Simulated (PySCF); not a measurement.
BiH7OSi2, SMILES [OH][Bi]([SiH3])[SiH3].

Coordinates come from a PBE0-D3(BJ)/def2-SVP optimisation. The structure was generated by enumeration; whether it is a known compound was not checked. The def2 effective core potentials stand for the cores of Bi; spin–orbit coupling is left out. One conformer was computed; it need not be the lowest.

Level of theory: C-PCM-B3LYP/def2-SVP run with PySCF 2.14.0.

The values are the electrostatic part of the solvation free energy, E(continuum) − E(gas) at the gas-phase geometry, in a cavity of scaled van der Waals radii (PySCF's table); cavitation and dispersion terms are not included. A continuum can't describe solvent molecules that bind to the metal. In vacuum the orbital gap is 5.22 eV. The dipole moment in vacuum is 1.70 D.

```csv
solvent,ε,ΔG(elec) (kcal/mol),dipole (D),gap (eV)
water,78.36,-5.1,2.31,5.34
toluene,2.37,-2.8,2.01,5.28
methanol,32.61,-5.0,2.30,5.34
```
